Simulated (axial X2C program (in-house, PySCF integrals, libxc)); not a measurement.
**Potential curves of MgAs, with spin–orbit coupling**

All values were computed with an in-house all-electron X2C program for linear molecules (integrals from PySCF). Two-component (2c) means X2C with spin–orbit coupling and atomic mean-field two-electron Coulomb and Gaunt terms. Basis: As dyall-v4z [10s11p8d2f1g], Mg dyall-v4z [11s10p7d5f3g] (cores contracted in-house); Gaussian nuclei, density fitting, unrestricted open shells. Masses: As 74.922 u, Mg 23.985 u.

State: Ω = 3/2 (⟨Sz⟩ = 1.49, ⟨Lz⟩ = 0.01 at HF). Energies in kJ/mol from the fragments at the same level (As + Mg). Fits are polynomials in 1 − R0/R over 0.85 to 1.23 times the lowest point R0.

```tsv
R (Å)	MP2
2.3011	-12.78
2.4070	-34.89
2.4863	-44.01
2.5656	-48.39
2.6450	-49.17
2.7376	-46.74
2.8302	-41.79
2.9492	-33.47
3.0946	-23.17
```

Correlated methods: 7 electrons correlated (number of frozen shells: As 3 s, 2 p, 1 d; Mg 2 s, 1 p), 353 virtual spin orbitals or spinors in MP2.

The state is one determinant whose occupation by symmetry is held fixed; it was picked as the lowest of a PBE0 search that is not exhaustive. De is counted from the lowest determinant-based energies of the atoms at the same level, without counterpoise correction. PBE0 can misorder states that lie within some tenths of an eV, so this need not be the ground state of the molecule. The nearest other 2c determinant of the search, Ω = 1/2, lies 0.17 eV up at the distance of the search. With several unpaired electrons one determinant need not be a pure state. Some points did not converge and are left out. This is the top spin component of a Σ state; components of lower Ω are not single determinants and can lie lower. The determinant is spin-polarised beyond a pure state at some levels (its spin-free form has ⟨S²⟩ too high), which makes Re and μ there less reliable. MP2 and coupled cluster on one determinant become unreliable at the stretched end.

What are Re, ωe and De at the MP2 level?

At MP2, 2c: Re = 2.625 Å, ωe ≈ 267 cm⁻¹, De = 0.51 eV to As + Mg; Be follows as 0.135 cm⁻¹.
